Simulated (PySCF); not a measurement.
A side-by-side comparison of computed properties.

First species: C₂H₇FOSi₃.
Structure used (GFN2-xTB), in Å, numbered top down from 1:
```xyz
14
C2H7FOSi3 angstrom
C      2.7688    1.3190   -0.3481
C      2.2990    0.3916    0.2557
Si     1.5701   -1.0435    1.1754
O      0.0641   -1.2967    0.6344
Si    -1.3882   -1.0821   -0.0609
Si    -1.9672    1.1224    0.1932
F     -3.5332    1.2265   -0.2090
H      3.1836    2.1302   -0.8752
H      2.3146   -2.2661    0.8803
H      1.4487   -0.7096    2.5950
H     -2.2349   -2.0616    0.6329
H     -1.2266   -1.5220   -1.4548
H     -1.3457    2.0992   -0.7031
H     -1.9539    1.6923    1.5422
```

Second species: C5H6F2O.
SMILES with atom numbers: `[F:1][CH2:2][O:3][C:4]1=[CH:5][CH2:6][C@H:7]1[F:8]` (hydrogens: H9, H10 on C2; H11 on C5; H12, H13 on C6; H14 on C7)

Geometry (GFN2-xTB, Å), atoms numbered from 1 in this order:
```
atom  x, y, z in Å
F1     2.238   -0.589   -1.334
C2     2.248   -0.083   -0.057
O3     1.298   -0.708    0.719
C4     0.004   -0.392    0.447
C5    -1.169   -0.825    0.908
C6    -1.972    0.111    0.035
C7    -0.610    0.566   -0.544
F8    -0.318    1.897   -0.354
H9     2.091    1.001   -0.154
H10    3.227   -0.314    0.375
H11   -1.464   -1.566    1.623
H12   -2.491    0.906    0.568
H13   -2.645   -0.356   -0.681
H14   -0.436    0.352   -1.602
```

Levels: CAM-B3LYP/def2-SVPD for dipole moment, HOMO energy, LUMO energy, HOMO–LUMO gap, static isotropic polarisability and electronic spatial extent ⟨r²⟩ about the centre of nuclear charge; TDDFT CAM-B3LYP/def2-SVPD for lowest singlet excitation; TDA CAM-B3LYP/def2-SVPD for lowest triplet excitation (Tamm–Dancoff); GFN2-xTB for rotational constant A and rotational constant C. Geometries: GFN2-xTB. Each species is one conformer at its optimised geometry, gas phase, non-relativistic unless stated; the electronic structure was computed with PySCF and density fitting.

Dipoles, sizes and rotational constants follow the conformer. The torsions of the flexible species, by atom-mapped SMILES:
- `[CH:1]#[C:2][SiH2:3][O:4][SiH2:5][SiH2:6][F:7]`: C2–Si3–O4–Si5 -20°, Si3–O4–Si5–Si6 -32°, O4–Si5–Si6–F7 -168°
- `[F:1][CH2:2][O:3][C:4]1=[CH:5][CH2:6][C@H:7]1[F:8]`: F1–C2–O3–C4 -72°, C2–O3–C4–C5 176°

Values for the first species:

- Dipole moment: 2.03 D
- HOMO energy: -9.53 eV
- LUMO energy: -0.31 eV
- HOMO–LUMO gap: 9.22 eV
- Lowest singlet excitation: 5.83 eV
- Lowest triplet excitation (Tamm–Dancoff): 5.04 eV
- Static isotropic polarisability: 99.2 au
- Electronic spatial extent ⟨r²⟩ about the centre of nuclear charge: 1824 bohr²
- Rotational constant A: 2.298 GHz
- Rotational constant C: 0.593 GHz

Estimate the same properties for the second species, and the change in each.

| property | first | second | second less first |
| --- | --- | --- | --- |
| dipole moment | 2.03 D | 0.87 D | -1.16 D |
| HOMO energy | -9.53 eV | -8.53 eV | +1.00 eV |
| LUMO energy | -0.31 eV | 0.93 eV | +1.24 eV |
| HOMO–LUMO gap | 9.22 eV | 9.46 eV | +0.24 eV |
| lowest singlet excitation | 5.83 eV | 6.55 eV | +0.72 eV |
| lowest triplet excitation (Tamm–Dancoff) | 5.04 eV | 4.18 eV | -0.86 eV |
| static isotropic polarisability | 99.2 au | 63.0 au | -36.2 au |
| electronic spatial extent ⟨r²⟩ about the centre of nuclear charge | 1824 bohr² | 943 bohr² | -881 bohr² |
| rotational constant A | 2.298 GHz | 3.446 GHz | +1.148 GHz |
| rotational constant C | 0.593 GHz | 1.258 GHz | +0.665 GHz |

On the first: No computed singlet falls in the visible range (750 to 380 nm, 1.65 to 3.26 eV); S1 lies 2.57 eV above its blue end. A dipole of 2.03 D is allowed in C1, and pure rotational transitions are dipole-allowed.

On the second: The vertical singlet–triplet gap S1 − T1 is 2.37 eV (TDDFT singlet less Tamm–Dancoff triplet; S1: HOMO→LUMO, weight 0.94; T1: HOMO→LUMO, weight 0.76).
